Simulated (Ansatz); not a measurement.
Mulliken charges of H$_{4}$N$_{2}$O$_{2}$W, SMILES `[NH2][W]([NH2])(=[O])=[O]` from PBE/def2-TZVPP in Ansatz (PBE0-D4/def2-TZVP geometry).

```json
{"atom": "N1", "x (Å)": "-1.093", "y (Å)": "1.225", "z (Å)": "-0.337", "charge (e)": "-0.429"}
{"atom": "W2", "x (Å)": "0.312", "y (Å)": "-0.106", "z (Å)": "-0.540", "charge (e)": "0.879"}
{"atom": "N3", "x (Å)": "0.641", "y (Å)": "-1.070", "z (Å)": "1.118", "charge (e)": "-0.429"}
{"atom": "O4", "x (Å)": "-0.206", "y (Å)": "-1.241", "z (Å)": "-1.711", "charge (e)": "-0.364"}
{"atom": "O5", "x (Å)": "1.752", "y (Å)": "0.713", "z (Å)": "-0.964", "charge (e)": "-0.364"}
{"atom": "H6", "x (Å)": "-0.921", "y (Å)": "2.196", "z (Å)": "-0.130", "charge (e)": "0.177"}
{"atom": "H7", "x (Å)": "-2.061", "y (Å)": "1.059", "z (Å)": "-0.565", "charge (e)": "0.177"}
{"atom": "H8", "x (Å)": "0.217", "y (Å)": "-1.956", "z (Å)": "1.347", "charge (e)": "0.177"}
{"atom": "H9", "x (Å)": "1.358", "y (Å)": "-0.819", "z (Å)": "1.781", "charge (e)": "0.177"}
```

Task: By hand: the dipole of these point charges (1 e Å = 4.8032 D).

Result: Σ q r = (-0.344, 0.117, 0.595) e Å, of length 0.697 e Å = 3.35 D.

Task: How does the dipole of the full density compare? (Estimate.)

Result: Ansatz gave: (-0.433, 0.148, 0.750) e Å, 4.22 D; the point charges give 0.79 times that, at 0° from its direction.

Point charges leave out the atoms' own dipoles, such as those of lone pairs, and Mulliken's split depends on the basis, so the two needn't agree.
